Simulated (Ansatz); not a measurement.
A made-up structure of ZnBH2F, closed shell:

F1  (0.444, -1.197, 1.165)
B2  (-0.299, -0.614, 0.205)
Zn3  (0.360, 0.864, -0.335)
H4  (-1.331, -1.014, -0.283)
H5  (0.827, 1.960, -0.751)
(Å)

It is relaxed with PBE-D4/def2-SVP and then PBE0-D4/def2-TZVP (Ansatz 0.2.0). Atoms count as bonded within 1.22 times the sum of their covalent radii (H–H: 0.88 Å). The end point is not checked to be a true minimum.

(1) Does its bonding change? (Judge from chemistry; the calculation decides.)

Results:

(1) By the calculation: No: no bond forms or breaks.

Where it ends: The first stage lowers the energy by 2.38 eV in 7 steps. It ends as ZnBH₂F ([F][BH][ZnH]):
```
atom    x (Å)    y (Å)    z (Å)
  F1   0.2672  -1.4489   1.2095
  B2  -0.3580  -0.7587   0.2628
 Zn3   0.4452   1.0667  -0.4128
  H4  -1.3757  -1.2782  -0.1321
  H5   1.0213   2.4191  -0.9273
```

Labels in which every atom is bracketed show which atoms are joined, not bond orders.

For scale, one of the runs: PBE0-D4/def2-TZVP relaxation, 122 basis functions, launched by `ansatz run in.yaml --threads 2 --pin off --events-out ev --progress --plain --max-ram 4352MiB`. Hardware: 2 CPU threads of an Intel Xeon Platinum 8488C, shared host. Wall time about 8 s.
